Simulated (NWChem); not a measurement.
System: CHBrF2; SMILES C(F)(F)Br

Input file for NWChem:

```
start job
memory heap 200 mb stack 900 mb global 1100 mb
geometry units angstroms
  F     -0.146487     1.509083     1.079602
  C      0.377340     0.943523     0.000000
  F     -0.146487     1.509083    -1.079602
  Br    -0.019731    -0.956851     0.000000
  H      1.471976     1.055418     0.000000
end
basis spherical
  * library def2-svp
end
dft
  xc xpbe96 cpbe96
  iterations 150
end
driver
  maxiter 120
end
task dft optimize
task dft freq
```

NWChem printed, in part:

```
             Northwest Computational Chemistry Package (NWChem) 7.3.0
             --------------------------------------------------------

 CS  symmetry detected

                             Geometry "geometry" -> ""
                             -------------------------

 Output coordinates in angstroms (scale by  1.889725989 to convert to a.u.)

  No.       Tag          Charge          X              Y              Z
 ---- ---------------- ---------- -------------- -------------- --------------
    1 F                    9.0000    -0.14326467    -1.50356840     1.07960200
    2 C                    6.0000     0.37677544    -0.93452436     0.00000000
    3 F                    9.0000    -0.14326467    -1.50356840    -1.07960200
    4 Br                  35.0000    -0.03297207     0.96315678     0.00000000
    5 H                    1.0000     1.47213397    -1.03910996     0.00000000

 Effective nuclear repulsion energy (a.u.)     258.9301016495

      Symmetry information
      --------------------

 Group name             Cs
 Group number              2
 Group order               2
 No. of unique centers     4

                                Z-matrix (autoz)
                                --------

 Units are Angstrom for bonds and degrees for angles

      Type          Name      I     J     K     L     M      Value
      ----------- --------  ----- ----- ----- ----- ----- ----------
    1 Stretch                  1     2                       1.32657
    2 Stretch                  2     3                       1.32657
    3 Stretch                  2     4                       1.94141
    4 Stretch                  2     5                       1.10034
    5 Bend                     1     2     3               108.94336
    6 Bend                     1     2     4               109.66729
    7 Bend                     1     2     5               110.45499
    8 Bend                     3     2     4               109.66729
    9 Bend                     3     2     5               110.45499
   10 Bend                     4     2     5               107.63837

  pbe96 is a nonlocal functional; adding pw91lda local functional.

                           NWChem Geometry Optimization
                           ----------------------------

 maximum gradient threshold         (gmax) =   0.000450
 rms gradient threshold             (grms) =   0.000300
 maximum cartesian step threshold   (xmax) =   0.001800
 rms cartesian step threshold       (xrms) =   0.001200
 fixed trust radius                (trust) =   0.300000
 source of zmatrix                         =   autoz

          -------------------
          Energy Minimization
          -------------------

 Using diagonal initial Hessian
 Scaling for Hessian diagonals: bonds = 1.00  angles = 0.25  torsions = 0.10

          --------
          Step   0

                                 NWChem DFT Module
                                 -----------------

 Summary of "ao basis" -> "ao basis" (spherical)
 ------------------------------------------------------------------------------
       Tag                 Description            Shells   Functions and Types
 ---------------- ------------------------------  ------  ---------------------
 F                          def2-svp                 6       14   3s2p1d
 C                          def2-svp                 6       14   3s2p1d
 Br                         def2-svp                12       32   5s4p3d
 H                          def2-svp                 3        5   2s1p

      Symmetry analysis of basis
      --------------------------

        a'         50
        a"         29

            General Information
            -------------------
          SCF calculation type: DFT
          Wavefunction type:  closed shell.
          No. of atoms     :     5
          No. of electrons :    60
           Alpha electrons :    30
            Beta electrons :    30
          Charge           :     0
          Spin multiplicity:     1
          Use of symmetry is: on ; symmetry adaption is: on
          Maximum number of iterations: 150
          AO basis - number of functions:    79
                     number of shells:    33
          Convergence on energy requested:  1.00D-06
          Convergence on density requested:  1.00D-05
          Convergence on gradient requested:  5.00D-04

              XC Information
              --------------
          PerdewBurkeErnzerhof Exchange Functional  1.000
            Perdew 1991 LDA Correlation Functional  1.000 local
           PerdewBurkeErnz. Correlation Functional  1.000 non-local

[...]

      ----------------------
      Optimization converged
      ----------------------

  Step       Energy      Delta E   Gmax     Grms     Xrms     Xmax
  ---- ---------------- -------- -------- -------- -------- --------
@    5   -2811.42450395 -1.3D-07  0.00003  0.00001  0.00065  0.00172
                                     ok       ok       ok       ok

                                Z-matrix (autoz)
                                --------

 Units are Angstrom for bonds and degrees for angles

      Type          Name      I     J     K     L     M      Value     Gradient
      ----------- --------  ----- ----- ----- ----- ----- ---------- ----------
    1 Stretch                  1     2                       1.34113   -0.00001
    2 Stretch                  2     3                       1.34113   -0.00001
    3 Stretch                  2     4                       1.97154   -0.00000
    4 Stretch                  2     5                       1.11026   -0.00003
    5 Bend                     1     2     3               109.16160   -0.00000
    6 Bend                     1     2     4               109.62721    0.00000
    7 Bend                     1     2     5               110.60989   -0.00000
    8 Bend                     3     2     4               109.62721    0.00000
    9 Bend                     3     2     5               110.60989   -0.00000
   10 Bend                     4     2     5               107.17939    0.00000

                         Geometry "geometry" -> "geometry"
                         ---------------------------------

 Output coordinates in angstroms (scale by  1.889725989 to convert to a.u.)

  No.       Tag          Charge          X              Y              Z
 ---- ---------------- ---------- -------------- -------------- --------------
    1 F                    9.0000    -0.14790898    -1.51315149     1.09293350
    2 C                    6.0000     0.37725269    -0.94014498     0.00000000
    3 F                    9.0000    -0.14790898    -1.51315149    -1.09293350
    4 Br                  35.0000    -0.03512950     0.98778659     0.00000000
    5 H                    1.0000     1.48310277    -1.03895296     0.00000000

 Effective nuclear repulsion energy (a.u.)     255.5226726843

      Symmetry information
      --------------------

 Group name             Cs
 Group number              2
 Group order               2
 No. of unique centers     4

                Final and change from initial internal coordinates
                --------------------------------------------------

                                Z-matrix (autoz)
                                --------

 Units are Angstrom for bonds and degrees for angles

[...]

 Rotational Constants
 --------------------
 A=   0.335828 cm-1  (  0.483171 K)
 B=   0.093217 cm-1  (  0.134115 K)
 C=   0.076134 cm-1  (  0.109538 K)

 Temperature                      =   298.15K
 frequency scaling parameter      =   1.0000

 Zero-Point correction to Energy  =   13.870 kcal/mol  (  0.022103 au)
 Thermal correction to Energy     =   16.402 kcal/mol  (  0.026137 au)
 Thermal correction to Enthalpy   =   16.994 kcal/mol  (  0.027081 au)

 Total Entropy                    =   70.330 cal/mol-K
   - Translational                =   40.503 cal/mol-K (mol. weight = 130.9211)
   - Rotational                   =   26.006 cal/mol-K (symmetry #  =        1)
   - Vibrational                  =    3.820 cal/mol-K

 Cv (constant volume heat capacity) =   12.094 cal/mol-K
   - Translational                  =    2.979 cal/mol-K
   - Rotational                     =    2.979 cal/mol-K
   - Vibrational                    =    6.135 cal/mol-K

[normal modes left out]

 ----------------------------------------------------------------------------
 Normal Eigenvalue ||           Projected Infra Red Intensities
  Mode   [cm**-1]  || [atomic units] [(debye/angs)**2] [(KM/mol)] [arbitrary]
 ------ ---------- || -------------- ----------------- ---------- -----------
    1       -0.000 ||    0.000882           0.020         0.860       0.177
    2       -0.000 ||    0.000277           0.006         0.270       0.056
    3       -0.000 ||    0.000219           0.005         0.213       0.044
    4        0.000 ||    0.000154           0.004         0.150       0.031
    5        0.000 ||    0.000190           0.004         0.185       0.038
    6        0.000 ||    0.000111           0.003         0.108       0.022
    7      300.746 ||    0.000369           0.009         0.359       0.074
    8      301.920 ||    0.001665           0.038         1.623       0.335
    9      572.644 ||    0.008047           0.186         7.845       1.617
   10      679.411 ||    0.121987           2.814       118.919      24.512
   11     1108.607 ||    0.272465           6.286       265.612      54.748
   12     1144.208 ||    0.203661           4.699       198.539      40.923
   13     1232.400 ||    0.082463           1.902        80.389      16.570
   14     1330.679 ||    0.033468           0.772        32.626       6.725
   15     3036.219 ||    0.020547           0.474        20.030       4.129
 ----------------------------------------------------------------------------
```

Level: PBE/def2-SVP. This build's default masses of Se (78.918 u) and Br (79.917 u) are each other's, which moves their modes by up to 0.6 %.
